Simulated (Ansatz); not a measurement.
Stepwise reaction of `[OH][InH][OH]` with ammonia, as a gas-phase model of exchange steps in deposition or etching. ΔE in kJ/mol; ΔG adds harmonic PBE0-D4 terms to CCSD(T)/CBS, at 1 bar.

Calculated with Ansatz (gas phase, PBE0-D4/def2-TZVP geometries, no zero-point term in ΔE). CCSD(T)/CBS adds triple-zeta CCSD(T) − MP2 to the extrapolated MP2 energy (def2 sets, frozen cores). This one scheme is used for every species. Functionals use def2-TZVPP. B3LYP here is the variant with VWN-RPA as its local correlation; programs differ in this. Elements past krypton have def2 core potentials. For In outer-core shells are correlated without core-valence functions, which leaves a few kJ/mol of doubt a bond. Each species was taken in one conformer, which may not be the lowest.

```json
{"step": "1", "reaction": "`[OH][InH][OH]` + NH₃ → `[NH2][InH][OH]` + H₂O", "PBE-D4": "25.0", "B3LYP-D4": "24.8", "ωB97M-V": "22.9", "CCSD(T)/CBS": "20.0", "ΔG(600 K)": "15.3"}
```

Task: Give the row of step 2, `[NH2][InH][OH]` + NH₃ → `[NH2][InH][NH2]` + H₂O. (Estimate.)

Result: Ansatz gave: 
```
step                                          reaction  PBE-D4  B3LYP-D4  ωB97M-V  CCSD(T)/CBS  ΔG(600 K)
   2  `[NH2][InH][OH]` + NH₃ → `[NH2][InH][NH2]` + H₂O    27.1      27.1     24.4         22.3       21.2
```

Task: By hand: ΔE of the 2 steps together at CCSD(T)/CBS.

Result: (20.0) + (22.3) = 42.3 kJ/mol, or 21.1 kJ/mol a step.

In ΔE the steps differ by no more than 2.3 kJ/mol. All are uphill at CCSD(T)/CBS. ΔG lies between 15.3 and 21.2 kJ/mol a step. PBE-D4 differs from CCSD(T)/CBS by 4.8 to 5.0 kJ/mol a step. Isolated molecules leave out the surface, adducts and barriers. Largest T1 diagnostic: 0.017.
